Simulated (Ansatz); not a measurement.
Cost and result up the ladder for HfGe10 (11 atoms). Total charge 0; singlet. Geometry: PBE-D4/def2-SVP.

```xyz
11

Hf    0.699   -1.151    2.347
Ge    0.165   -2.444    0.179
Ge    2.325    1.186   -1.137
Ge    1.353    1.382    1.305
Ge   -2.240    0.962   -1.904
Ge   -1.019    1.013    2.286
Ge   -1.791   -0.574    0.320
Ge    2.458   -0.840    0.459
Ge   -0.883    2.201   -0.067
Ge   -1.179   -1.975   -1.939
Ge    0.113    0.239   -1.848
```

Ansatz on 2 threads of AMD EPYC 7R13 on a shared host and a share (18 GiB) of an NVIDIA H100 80GB HBM3. Times are rough, and most runs start from the orbitals of an earlier one. No level here is sound enough to serve as a yardstick. Binding counts from free atoms at the same level (Hf triplet, Ge triplet; other spins of the atoms weren't run), without zero-point energy or a counterpoise term.

In the def2 sets Hf takes a core potential; there is no spin–orbit coupling. Correlated methods freeze 90 core orbitals; core or outer-core shells of Hf, Ge are correlated, in sets that lack core-valence functions. Single mean-field runs in def2-TZVP are fitted with def2-universal-jkfit. No other spin state of charge 0 was run. Another isomer (singlet) lies 0.32 eV lower at PBE0-D4/def2-TZVP; other spin states weren't run for this one.

Run but left out: HF/def2-TZVP, MP2/def2-TZVP (restricted singlet, unstable towards broken spin symmetry).

Correlated methods converge slowly with the basis.

```
                         level  functions  binding energy per atom (eV)                        remarks
             PBE0-D4/def2-TZVP        520                          3.29  restricted SCF unstable in HF
PBE-D4/def2-TZVP (with forces)        520                          3.47                              –
             RPA@PBE/def2-TZVP        520                          2.94                              –
              PBE0-D4/def2-SVP        352                          3.24  restricted SCF unstable in HF
           r2SCAN-D4/def2-TZVP        520                          3.34  restricted SCF unstable in HF
               PBE-D4/def2-SVP        352                          3.44  restricted SCF unstable in HF
```

(1) Estimate how long each takes.

Results:

(1) PBE-D4/def2-TZVP (with forces) 5.5 s; r2SCAN-D4/def2-TZVP 7.5 s; PBE-D4/def2-SVP 7.5 s; PBE0-D4/def2-SVP 9 s; PBE0-D4/def2-TZVP 11 s; RPA@PBE/def2-TZVP 13 s. On shared hardware such times vary by a factor of up to 3.
